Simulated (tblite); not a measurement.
C4H10NO, charge +1, singlet, geometry from GFN2-xTB; tblite 0.6.0 with GFN1-xTB.

Here is a job for tblite.
```
$ tblite run mol.xyz --method gfn1 --charge 1 --spin 0 --spin-polarized --json tblite.json --no-restart

# file mol.xyz
16

C      1.84451228    -0.16032595    -0.88613207
C      0.81613648     0.22032475     0.09313187
O      0.87003053     0.83110118     1.09253692
N     -0.60532822    -0.31101254    -0.31495900
C     -1.51015039     0.83969760    -0.49868829
C     -1.09504241    -1.22078725     0.73817131
H      2.81045386     0.22653082    -0.56585121
H      1.91371221    -1.24471026    -0.97781629
H      1.61364826     0.24472685    -1.87188964
H     -0.53392805    -0.82675388    -1.19809560
H     -2.51417359     0.49527017    -0.73911591
H     -1.54389341     1.41956856     0.42300316
H     -1.15033541     1.47752753    -1.30427800
H     -0.43354487    -2.08042875     0.83147776
H     -1.11917926    -0.68859876     1.68848541
H     -2.09844226    -1.56830884     0.49960104
```

The log (banner, timings and long lists left out):

```
xTB calculator
 | screened Coulomb repulsion
 | Coulomb electrostatics
 |  * isotropic Klopman-Ohno-Mataga-Nishimoto electrostatics
 |  * onsite third-order electrostatics
 | DFT-D3(BJ) dispersion correction
 | Interactions (1)
 | [1] spin polarization

halogen bonding energy    0.0000000000000E+00 Eh
repulsion energy          2.5856953721592E-01 Eh
dispersion energy        -5.8131734062600E-03 Eh
interaction energy        0.0000000000000E+00 Eh
number of electrons       3.6000000000000E+01 e
integral cutoff           1.9731147476801E+01 bohr

------------------------------------------------------------
  cycle        total energy    energy error   density error
------------------------------------------------------------
      1     -21.05026221397  -2.1303019E+01   3.9936533E-01
      2     -21.27471430005  -2.2445209E-01   2.1991729E-01
      3     -21.27639345768  -1.6791576E-03   9.7631707E-02
      4     -21.28067415029  -4.2806926E-03   1.4562177E-02
      5     -21.28174876499  -1.0746147E-03   5.5195652E-03
      6     -21.28197703946  -2.2827447E-04   5.3026027E-04
      7     -21.28197771219  -6.7272748E-07   2.6478152E-04
      8     -21.28197788521  -1.7301870E-07   2.1261128E-04
      9     -21.28197820163  -3.1642278E-07   1.9696312E-05
------------------------------------------------------------

electronic energy        -2.1534734565440E+01 Eh
total energy             -2.1281978201631E+01 Eh

Post processing:
 | Mayer-Wiberg bond orders

[Info] JSON dump of results written to 'tblite.json'
```
